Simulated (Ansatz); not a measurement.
Stepwise reaction of `[F][Sn]([F])([F])[Cl]` with hydrogen chloride, as a gas-phase model of exchange steps in deposition or etching. ΔE in kJ/mol.

Program: Ansatz. Geometries: PBE0-D4/def2-TZVP. ΔE: electronic, gas phase. CCSD(T)/CBS adds triple-zeta CCSD(T) − MP2 to the extrapolated MP2 energy (def2 sets, frozen cores). This one scheme is used for every species. DFT in def2-TZVPP. B3LYP here is the variant with VWN-RPA as its local correlation; programs differ in this. def2 core potentials past Kr. For Sn outer-core shells are correlated without core-valence functions, which leaves a few kJ/mol of doubt a bond.

```tsv
step	reaction	PBE-D4	B3LYP-D4	ωB97M-V	CCSD(T)/CBS
2	`[F][Sn]([F])([Cl])[Cl]` + HCl → `[F][Sn]([Cl])([Cl])[Cl]` + H–F	-36.5	-36.7	-36.0	-40.3
3	`[F][Sn]([Cl])([Cl])[Cl]` + HCl → `[Cl][Sn]([Cl])([Cl])[Cl]` + H–F	-34.5	-34.8	-34.2	-39.0
```

Problem. Give the row of step 1, `[F][Sn]([F])([F])[Cl]` + HCl → `[F][Sn]([F])([Cl])[Cl]` + H–F. (Estimate.)

Solution. Ansatz gave: 
```
step                                                        reaction  PBE-D4  B3LYP-D4  ωB97M-V  CCSD(T)/CBS
   1  `[F][Sn]([F])([F])[Cl]` + HCl → `[F][Sn]([F])([Cl])[Cl]` + H–F   -39.1     -39.3    -38.6        -42.4
```

Problem. By hand: ΔE of the 3 steps together at CCSD(T)/CBS.

Solution. (-42.4) + (-40.3) + (-39.0) = -121.7 kJ/mol, or -40.6 kJ/mol a step.

In ΔE the steps differ by no more than 3.4 kJ/mol. All are downhill at CCSD(T)/CBS. PBE-D4 differs from CCSD(T)/CBS by 3.3 to 4.5 kJ/mol a step. Isolated molecules leave out the surface, adducts and barriers. Largest T1 diagnostic: 0.014.
